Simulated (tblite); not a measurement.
Compound: GeH₆NSi (doublet state).
Bonds: Si1–N2, N2–Ge3. Hydrogens: H4, H5, H6 on Si1; H7 on N2; H8, H9 on Ge3.

Computed with GFN2-xTB (tblite), gas phase: L-BFGS steps from a force-field or distance-geometry start until the largest atomic force falls under 0.01 eV/Å.

Step 87: E = -261.7920 eV
```
atom  x, y, z in Å  |  force x, y, z in eV/Å
Si1    -1.3709   -0.0878   -0.0239   -0.018  -0.069  -0.039
N2      0.2327    0.5653    0.0709    0.005   0.046   0.006
Ge3     1.7925   -0.1834   -0.5777    0.024   0.024  -0.052
H4     -1.2560   -1.4707    0.4276   -0.032  -0.024   0.010
H5     -2.1787    0.7492    0.8596   -0.040   0.027   0.031
H6     -1.9031   -0.0513   -1.3953    0.021   0.024   0.025
H7      0.2533    1.5725    0.1466    0.044  -0.031  -0.020
H8      2.8039    0.5131    0.4077    0.003   0.027   0.022
H9      1.6401   -1.6008    0.0593   -0.007  -0.025   0.017
```

Step 88: E = -261.7920 eV
```
atom  x, y, z in Å  |  force x, y, z in eV/Å
Si1    -1.3790   -0.0820   -0.0329   -0.083  -0.079  -0.048
N2      0.2321    0.5558    0.0449   -0.003   0.081  -0.009
Ge3     1.7942   -0.2349   -0.5572    0.055  -0.006   0.074
H4     -1.2495   -1.4977    0.3159   -0.040   0.063  -0.014
H5     -2.1593    0.6873    0.9430    0.031  -0.026  -0.050
H6     -1.9616    0.0576   -1.3849    0.067   0.009   0.138
H7      0.2650    1.5671    0.0675    0.028  -0.100  -0.016
H8      2.8042    0.5629    0.3725   -0.041  -0.024  -0.037
H9      1.6676   -1.6100    0.2060   -0.012   0.082  -0.038
```

Problem. Estimate the geometry and energy of step 89. (The exact step hangs on the optimiser's Hessian estimate; all steps are aligned on step 88, rigid shifts and turns removed.)

Solution. E = -261.7936 eV, largest force 0.145 eV/Å
```
atom  x, y, z in Å  |  force x, y, z in eV/Å
Si1    -1.3786   -0.0857   -0.0275    0.033  -0.048  -0.039
N2      0.2328    0.5520    0.0596   -0.011  -0.123   0.003
Ge3     1.7951   -0.2052   -0.5747    0.037  -0.027   0.017
H4     -1.2726   -1.4806    0.3824   -0.018  -0.049   0.014
H5     -2.1752    0.7245    0.8885   -0.038   0.052   0.051
H6     -1.9219    0.0007   -1.3897    0.002   0.019  -0.013
H7      0.2677    1.5552    0.1261    0.014   0.144  -0.006
H8      2.8025    0.5487    0.3824   -0.017   0.003  -0.007
H9      1.6639   -1.6035    0.1277   -0.001   0.030  -0.019
```

The energy changes by -0.0016 eV. The first-order estimate −F·Δx gives -0.0059 eV and the mean of the old and new forces, exact on a quadratic surface, -0.0021 eV. The step makes an angle of 83° with the force vector and moves no atom by more than 0.079 Å.

The cost below is that of the whole relaxation. The run took 0.39 s of wall time on one thread, Arm Neoverse V1 (aarch64), no GPU, shared host.
